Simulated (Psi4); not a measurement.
Cl$_{4}$Ge (SMILES [Cl][Ge]([Cl])([Cl])[Cl]), singlet, geometry from GFN2-xTB. Base run: PBE0/cc-pVDZ (Psi4 1.11).

Geometry (Å):
```xyz
5

Cl    -0.9399    -1.5123    -1.1643
Ge     0.0000     0.0000     0.0000
Cl     2.0825    -0.4097     0.1468
Cl    -0.2868     1.8918    -0.9300
Cl    -0.8558     0.0301     1.9475
```
All else is at Psi4's defaults (density fitting; Cartesian or spherical functions as each basis is defined).

The base run was repeated with changes; each row names its change, and settings that it needs were set with it.

| change | basis functions | E (Eh) | core-seconds (rough) |
|---|---|---|---|
| base | 99 | -3916.96627 | 7 |
| basis = STO-3G | 54 | -3873.26416 | 3 |
| basis = 6-31G | 81 | -3916.45964 | 4 |
| basis = 6-31G** | 111 | -3916.62965 | 5 |
| basis = cc-pV(D+d)Z | 119 | -3916.97021 | 8 |
| basis = aug-cc-pVDZ | 144 | -3916.97774 | 10 |
| basis = def2-SVPD | 146 | -3916.30036 | 8 |
| basis = 6-311G** | 148 | -3917.10979 | 6 |
| basis = cc-pVTZ | 179 | -3917.24035 | 20 |
| basis = pcseg-2 | 179 | -3917.24073 | 9 |
| basis = cc-pV(T+d)Z | 199 | -3917.24261 | 20 |
| basis = def2-TZVPD | 238 | -3917.17717 | 10 |
| basis = aug-cc-pVTZ | 259 | -3917.24260 | 20 |

Totals compare only among sets that treat the same electrons; sets with core potentials leave the core out.
